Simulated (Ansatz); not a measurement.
System: C$_{3}$H$_{5}$Cl (charge 0, singlet). 
Coordinates optimised at B3LYP-D3(BJ)/def2-TZVP (Ansatz, a quantum-chemistry and plane-wave program):
```
C
C 1 1.3264
H 2 1.0820 1 121.55
H 2 1.0839 3 116.93 1 179.92
H 1 1.0848 2 120.45 3 -0.89
C 1 1.4857 5 116.06 2 -179.76
H 6 1.0868 1 112.06 5 178.85
H 6 1.0881 7 109.69 1 125.24
Cl 6 1.8209 7 106.56 8 113.26
```

Wanted: vertical ionisation energy (to the doublet state of charge +1; each state is the SCF solution reached for its spin), in eV. Correlated levels leave the core frozen unless marked. UHF or UKS for open shells. No spin-orbit coupling. Non-relativistic. Basis-set limits of correlation are two-point, X^-3; Hartree-Fock from the larger set. [CCSD(T)-MP2]/basis is that difference in the basis named.

```csv
level,program,vertical ionisation energy (eV)
SVWN5/def2-TZVPD,Ansatz,(withheld)
PBE/def2-TZVPD,Ansatz,9.88
PBE0/def2-TZVPD,Ansatz,10.09
BHLYP/def2-TZVPD,Ansatz,10.02
wB97M-V/def2-TZVPD,Ansatz,10.25
CCSD/aug-cc-pV(D+d)Z,Ansatz,(withheld)
"RI-MP2/CBS(aug-cc-pV(T+d)Z,aug-cc-pV(Q+d)Z)+[CCSD(T)-MP2]/aug-cc-pV(T+d)Z",Ansatz,10.54
```

Question: Fill in the missing entries.

Answer: 
- SVWN5/def2-TZVPD, vertical ionisation energy (eV): 10.08
- CCSD/aug-cc-pV(D+d)Z, vertical ionisation energy (eV): 10.27
